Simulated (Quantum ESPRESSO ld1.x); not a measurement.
Problem. The table gives one normalised radial function P(r) = r R(r) of Rh3+ in [Ar] 3d10 4s2 4p5.5 4d6 4f0.5 (r in bohr). Method: scalar-relativistic Kohn-Sham, exchange-only LDA, spin-polarised, spherical densities, point nucleus; open shells are filled with parallel spins first (spin-orbit coupling, left out, can overturn this in heavy ions); computed with ld1.x of Quantum ESPRESSO 7.5.

r         P
0.002366   0.0000
0.003206   0.0000
0.004345   0.0000
0.005842   0.0000
0.007918   0.0000
0.01073    0.0000
0.01443    0.0000
0.01955    0.0000
0.0265     0.0000
0.03563    0.0000
0.04828    0.0001
0.06544    0.0003
0.08798    0.0008
0.1192     0.0021
0.1616     0.0050
0.2173     0.0108
0.2944     0.0220
0.3991     0.0409
0.5365     0.0689
0.7271     0.1083
0.9854     0.1587
1.336      0.2232
1.796      0.3055
2.434      0.4038
3.298      0.4774
4.434      0.4654
6.009      0.3402
8.144      0.1641
10.95      0.0459
14.84      0.0055

Which n and l does it have? It may be an empty orbital.

Solution. n = 4, l = 3: the number of nodes gives n - l - 1 = 0, the rise at small r (about r^(l+1), flatter next to the nucleus through relativity) gives l, and the extent must fit the shell. The curve is that of 4f down; the table hardly tells the two spins apart. 4f down (empty): eigenvalue -9.120 eV, 0 radial nodes, <r> = 4.33 bohr, 90 % of the charge inside 6.71 bohr.
